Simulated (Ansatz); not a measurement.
`B[SiH2]C#N` + `F[Si](F)(Cl)[GeH3]` → `B[SiH2][GeH3]` + `N#C[Si](F)(F)Cl`  (redistribution)

Program: Ansatz. Geometries: PBE0-D4/def2-TZVP. ΔE: electronic, gas phase. CCSD(T)/CBS is the MP2 limit (def2-TZVPP, def2-QZVPP) plus CCSD(T) − MP2 in def2-TZVPP, frozen cores. Functionals use def2-TZVPP. For Ge outer-core shells are correlated without core-valence functions, which leaves a few kJ/mol of doubt a bond. Scalar relativity is left out up to krypton.

CCSD(T)/CBS gives +0.02 eV.

(1) Another level gave +0.02 eV. Which?
A. B97M-V/def2-TZVPP
B. BLYP/def2-TZVPP
C. PBE/def2-TZVPP
D. HF/def2-TZVPP

(2) What do rigid-rotor, harmonic-oscillator terms from PBE0-D4/def2-TZVP frequencies (298.15 K, 1 bar) make of the CCSD(T)/CBS value? (Best estimate.)

Largest T1 diagnostic among the species: 0.013.

Answers

(1) C. PBE 0.02, BLYP 0.07, B97M-V -0.06, HF/def2-TZVPP 0.11 eV.

(2) Ansatz gave: ΔZPE = +0.01 eV, ΔH = +0.02 eV, ΔS = -5 J/(mol·K), ΔG = +0.04 eV.

Leaving LDA and LC-ωPBE aside and taking each functional with its dispersion term where it has one, the values, not all of them listed here, spread over 0.15 eV, from B97M-V to CAM-B3LYP-D4. At CCSD(T), def2-SVP lies −0.06 eV from the extrapolated value and def2-TZVPP −0.04 eV. In def2-TZVPP, CCSD(T) changes the Hartree–Fock value by −0.13 eV (the triples alone add −0.02 eV) and MP2 by −0.14 eV.
